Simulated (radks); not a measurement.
The numbers below are computed, except where a source is named.
Problem. Ionisation of Ag3+, [Kr] 4d8, to Ag4+, [Kr] 4d7, under several functionals. Dirac Kohn-Sham, spin-unpolarised, spherical densities, finite nucleus; open shells are shared between the two j in proportion to 2j + 1; a radial shooting solver on a logarithmic mesh with Libxc functionals. Known Delta-SCF values: PW91 51.795 eV; XLYP 51.607 eV; LDA (Slater exchange, Perdew-Wang correlation) 51.929 eV. What does AM05 give, and what is its highest occupied eigenvalue?

Solution. 51.686 eV by Delta-SCF; the 4d5/2 eigenvalue is -43.441 eV. NIST: 49 eV (theoretical).

Beside tabulated values, note that spin-unpolarised runs miss the spin-polarisation part of the exchange energy of open shells.
